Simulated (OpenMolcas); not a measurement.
Dy3+: moving or changing the point charges

Dy3+ among 2 point charges of -0.5 e arranged as a linear pair (D∞h), 2.56 Å from the ion.
```
   0.0000    0.0000    2.5600  -0.50
   0.0000    0.0000   -2.5600  -0.50
```

```yaml
Program: OpenMolcas 26.06
Method: CASSCF
Basis: ANO-RCC-VDZP [7s6p4d2f1g]
Scalar_Hamiltonian: DKH2, point nucleus
Active_space: 9 electrons in 7 orbitals (4f)
State_averaging: 2S+1 = 6 odd, 21 roots; 2S+1 = 4 odd, 115 roots kept (CI in the orbitals of an earlier block, 108 in the spin-orbit step); 2S+1 = 2 odd, 82 roots kept (CI in the orbitals of an earlier block, 40 in the spin-orbit step)
Spin-orbit_coupling: RASSI with atomic mean-field integrals over the reference wave functions
```

Runs around this geometry, states (labels by Λ). Energies in cm-1 above the lowest state or level, χT in cm3 K/mol.

```json
{"R (Å)": "2.56", "Ground state": "6H", "First state of that spin": "6Γ 265.8", "First gap with spin-orbit (degeneracies)": "168.8 (2, 2)", "Width of lowest J": "604", "χT at 300 K": "13.954"}
{"R (Å)": "2.8", "Ground state": "6H", "First state of that spin": "6Γ 200.0", "First gap with spin-orbit (degeneracies)": "127.8 (2, 2)", "Width of lowest J": "463", "χT at 300 K": "13.999"}
{"R (Å)": "3", "Ground state": "6H", "First state of that spin": "6Γ 160.8", "First gap with spin-orbit (degeneracies)": "103.1 (2, 2)", "Width of lowest J": "378", "χT at 300 K": "14.020"}
```

Taking the width of the lowest J multiplet as R^-n, n = -ln(378 / 604) / ln(3 / 2.56) = 3.0 between the shortest and longest distance.

High states are left out of the spin-orbit mixing, which shifts the levels that they would mix with. This is an electrostatic model: the charges have no orbitals. No measured value stands beside these numbers.
